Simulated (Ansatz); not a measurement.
Start from `[SiH3]C#CS` and change one atom or group to get `COC#C[SiH3]`.

Ansatz, PBE0-D4/def2-TZVP geometries, multiplicity 1. Each molecule was computed in one conformer, which needn't be the lowest.

```
                                          property  `[SiH3]C#CS`
             LUMO energy (ωB97M-V/def2-TZVPP) / eV          1.22
             HOMO–LUMO gap (B3LYP/def2-TZVPP) / eV          5.78
               HOMO energy (B3LYP/def2-TZVPP) / eV         -6.79
    size of the dipole moment (PBE/def2-TZVPP) / D          1.10
size of the dipole moment (ωB97M-V/def2-TZVPP) / D          1.04
              HOMO–LUMO gap (PBE0/def2-TZVPP) / eV          6.21
```

Question: What does the change do to each property? (Estimate.)

Answer: The calculation gave: 
| property | `COC#C[SiH3]` | shift |
| --- | --- | --- |
| LUMO energy (ωB97M-V/def2-TZVPP) / eV | 2.25 | 1.03 |
| HOMO–LUMO gap (B3LYP/def2-TZVPP) / eV | 7.02 | 1.24 |
| HOMO energy (B3LYP/def2-TZVPP) / eV | -6.88 | -0.09 |
| size of the dipole moment (PBE/def2-TZVPP) / D | 2.80 | 1.70 |
| size of the dipole moment (ωB97M-V/def2-TZVPP) / D | 2.77 | 1.73 |
| HOMO–LUMO gap (PBE0/def2-TZVPP) / eV | 7.46 | 1.25 |

With PBE0 the HOMO falls by 0.09 eV and the LUMO rises by 1.16 eV, so the gap widens by about 1.25 eV. PBE moves the HOMO by 0.02 eV and ωB97M-V by -0.22 eV. Dipoles are sizes alone; their direction can turn.

B3LYP here is the variant with VWN-RPA as its local correlation; programs differ in this.
